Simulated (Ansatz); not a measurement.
Start from `OB(O)BS` and change one atom or group to get `OB(O)[SiH3]`.

Ansatz, PBE0-D4/def2-TZVP geometries, multiplicity 1. Each molecule was computed in one conformer, which needn't be the lowest.

```json
{"property": "LUMO energy (ωB97M-V/def2-TZVPP) / eV", "`OB(O)BS`": "0.17"}
{"property": "LUMO energy (B3LYP/def2-TZVPP) / eV", "`OB(O)BS`": "-2.01"}
{"property": "size of the dipole moment (ωB97M-V/def2-TZVPP) / D", "`OB(O)BS`": "1.23"}
{"property": "LUMO energy (PBE0/def2-TZVPP) / eV", "`OB(O)BS`": "-1.84"}
{"property": "HOMO–LUMO gap (B3LYP/def2-TZVPP) / eV", "`OB(O)BS`": "5.96"}
{"property": "HOMO–LUMO gap (ωB97M-V/def2-TZVPP) / eV", "`OB(O)BS`": "10.56"}
```

(1) What does the change do to each property? (Best estimate.)

## Answers

(1) The calculation gave: 
```json
{"property": "LUMO energy (ωB97M-V/def2-TZVPP) / eV", "`OB(O)[SiH3]`": "1.57", "shift": "1.40"}
{"property": "LUMO energy (B3LYP/def2-TZVPP) / eV", "`OB(O)[SiH3]`": "-0.26", "shift": "1.75"}
{"property": "size of the dipole moment (ωB97M-V/def2-TZVPP) / D", "`OB(O)[SiH3]`": "3.35", "shift": "2.12"}
{"property": "LUMO energy (PBE0/def2-TZVPP) / eV", "`OB(O)[SiH3]`": "-0.06", "shift": "1.78"}
{"property": "HOMO–LUMO gap (B3LYP/def2-TZVPP) / eV", "`OB(O)[SiH3]`": "7.92", "shift": "1.96"}
{"property": "HOMO–LUMO gap (ωB97M-V/def2-TZVPP) / eV", "`OB(O)[SiH3]`": "12.11", "shift": "1.55"}
```

With PBE0 the HOMO falls by 0.21 eV and the LUMO rises by 1.78 eV, so the gap widens by about 1.99 eV. PBE moves the HOMO by -0.33 eV and ωB97M-V by -0.15 eV. Dipoles are sizes alone; their direction can turn.

B3LYP here is the variant with VWN-RPA as its local correlation; programs differ in this.
